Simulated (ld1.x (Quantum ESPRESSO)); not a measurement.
## Which change was made? (In, TM semilocal)

```
Element                 : indium (In)
Generator               : ld1.x (Quantum ESPRESSO) 7.5
Type                    : norm-conserving Troullier–Martins (semilocal form)
Functional              : BLYP
Relativity              : scalar-relativistic
Frozen core             : [Kr] 4d10
Valence charge          : 3
Reference configuration : 5s2 5p0 (charge +1)
Partial waves           : 5s (bound): rc 1.55 bohr; 5p (bound, empty): rc 2.55 bohr
Local potential         : the p channel
Core correction         : a·sin(br)/r model core inside 1.05 bohr
```

Cutoffs, loose and tight: the cutoffs (Ry, on a coarse ladder) from which the occupation-weighted sum of valence levels, in a spherical-Bessel basis at the reference potential, stays within 10 and 1 mRy of its value at 400 Ry. They do not see the model core or the augmentation charge, which bear on the density cutoff. Test errors are all-electron minus pseudo excitation energies from the reference, over the configurations 5s2 5p1; 5s1 5p0; 5s2 5p0.5; 5s1 5p2; 5s2 5p1.3; 5s1 5p1; 5s0 5p3; variants that change the core or the reference have their own tests.

The base gives: outcome: generated; cutoff, loose: 35 Ry; cutoff, tight: 140 Ry; bound ghosts: none; largest test error (meV): -106.

(1) After one change the result is: outcome: generated; cutoff, loose: 18 Ry; cutoff, tight: 30 Ry; bound ghosts: none; largest test error (meV): -109. Which change was it?
A. all radii but the core radius scaled by about 0.80 (s 1.24, p 2.04 bohr)
B. all radii but the core radius scaled by about 1.38 (s 2.14, p 3.52 bohr)
C. all radii but the core radius scaled by about 1.13 (s 1.76, p 2.88 bohr)

Answers

(1) B. The others give: all radii but the core radius scaled by about 1.13 (s 1.76, p 2.88 bohr) → outcome: generated; cutoff, loose: 25 Ry; cutoff, tight: 50 Ry; bound ghosts: none; largest test error (meV): -109 | all radii but the core radius scaled by about 0.80 (s 1.24, p 2.04 bohr) → outcome: failed: run_pseudo: Errors in PS-KS equation.
